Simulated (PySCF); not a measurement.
## Electronic absorption of C8H16

Compound: C8H16.
Atom-mapped SMILES: `[CH3:1][CH:2]([CH3:3])[CH:4]1[CH2:5][CH2:6][CH2:7][CH2:8]1` (hydrogens: H9, H10, H11 on C1; H12 on C2; H13, H14, H15 on C3; H16 on C4; H17, H18 on C5; H19, H20 on C6; H21, H22 on C7; H23, H24 on C8)

Method: TDDFT B3LYP/def2-SVPD, vertical, gas phase, core orbitals frozen in the response in PySCF. The structure is a single PBE0-D3(BJ)/def2-SVP conformer in the gas phase; no vibrational or solvent corrections.

```
state  E (eV)  E (hartree)       f  main configurations (H = HOMO, L = LUMO)
   S1    7.92       0.2910  0.0014                                 H→L (96%)
   S2    8.10       0.2976  0.0084                               H-1→L (97%)
   S3    8.14       0.2991   0.027                               H-2→L (95%)
   S4    8.29       0.3048   0.015                  H-3→L (57%), H→L+1 (33%)
   S5    8.33       0.3060   0.027     H→L+1 (41%), H→L+2 (37%), H-3→L (15%)
   S6    8.42       0.3095  0.0027     H→L+2 (50%), H→L+1 (16%), H-3→L (11%)
   S7    8.45       0.3106   0.011              H-1→L+1 (57%), H-1→L+2 (28%)
   S8    8.50       0.3122  0.0040              H-2→L+1 (67%), H-2→L+2 (28%)
   S9    8.57       0.3149  0.0028              H-1→L+2 (50%), H-1→L+1 (26%)
  S10    8.61       0.3163  0.0073                 H→L+3 (80%), H-1→L+2 (8%)
```

Triplets (Tamm–Dancoff): T1 7.74 eV, H→L (89%); T2 7.98 eV, H-1→L (62%), H→L+1 (14%), H→L+2 (12%); T3 8.00 eV, H→L+1 (44%), H-1→L (27%), H→L+2 (11%); T4 8.03 eV, H-2→L (79%).

The lowest singlet lies at 7.92 eV (157 nm, vacuum ultraviolet) and is very weak; its leading configuration is HOMO→LUMO (96%). The largest oscillator strength of a single state is 0.027. Löwdin shares by element: HOMO carbon 44% or more, hydrogen 10% or more (atoms not listed hold the other 46%); LUMO carbon 28% or more (atoms not listed hold the other 72%). The listed states span 0.69 eV, and the widest gap between neighbours is 0.18 eV (S1 to S2). Weighted by f, the mean energy of these states is 8.30 eV. Orbital energies (eV): HOMO-3 -8.73, HOMO-2 -8.54, HOMO-1 -8.49, HOMO -8.31, LUMO 0.46, LUMO+1 0.85, LUMO+2 0.90. The vertical ionisation energy (ΔSCF) is 10.26 eV, 1.65 eV above S10. The window holds the lowest 10 singlets.

On one thread of an x86-64 server, no GPU, on a shared host, this took 8.4 min wall.
